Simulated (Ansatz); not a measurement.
`[NH2][In]([OH])[SH]` + CH₄ → `[CH3][In]([NH2])[OH]` + H₂S  (formal exchange of groups at the In–S bond)

Computed with Ansatz on PBE0-D4/def2-TZVP structures; ΔE is electronic, products minus reactants. CCSD(T)/CBS is the MP2 limit (def2-TZVPP, def2-QZVPP) plus CCSD(T) − MP2 in def2-TZVPP, frozen cores. This one scheme is used for every species. DFT in def2-TZVPP. def2 core potentials past Kr. For In outer-core shells are correlated without core-valence functions, which leaves a few kJ/mol of doubt a bond. Each species was taken in one conformer, which may not be the lowest.

`[NH2][In]([OH])[SH]`:

```xyz
8

N     1.291    1.077    0.267
In   -0.145   -0.262   -0.172
O     0.086   -1.214   -1.893
S    -1.926   -0.913    1.264
H     1.023    1.845    0.865
H     1.787    1.442   -0.535
H    -0.559   -1.911   -2.033
H    -1.557   -0.063    2.237
```

CH₄:

Z-matrix (Å, degrees):
```
C
H 1 1.090
H 1 1.090 2 109.5
H 1 1.090 2 109.5 3 -120.0
H 1 1.090 2 109.5 3 120.0
```

`[CH3][In]([NH2])[OH]`:

Z-matrix (Å, degrees):
```
C
In 1 2.128
H 1 1.089 2 109.1
H 1 1.090 2 110.3 3 120.5
H 1 1.090 2 109.9 3 -119.6
N 2 2.021 1 130.5 3 -161.1
O 2 1.997 1 117.3 3 12.9
H 6 1.009 2 118.6 1 -162.7
H 6 1.009 2 119.4 1 -24.9
H 7 0.959 2 113.5 1 -176.6
```

H₂S:

```xyz
3

S    -0.488    0.259   -0.280
H     0.103    0.439    0.910
H     0.385   -0.698   -0.630
```

| level | ΔE (eV) |
| --- | --- |
| r2SCAN | 1.16 |
| r2SCANh | 1.16 |
| CAM-B3LYP | 1.09 |
| CCSD/def2-SVP | 1.16 |

Problem. What does CCSD(T)/CBS give? (Estimate.)

Solution. Computed: +1.09 eV. The listed levels differ from it by 0.07, 0.07, 0.00, 0.07 eV.

Largest T1 diagnostic among the species: 0.015.

In def2-TZVPP, CCSD(T) changes the Hartree–Fock value by −0.15 eV (the triples alone add +0.00 eV) and MP2 by −0.13 eV. From BLYP to BHLYP (50 % exact exchange), in def2-TZVPP and without D4, ΔE moves by +0.05 eV.
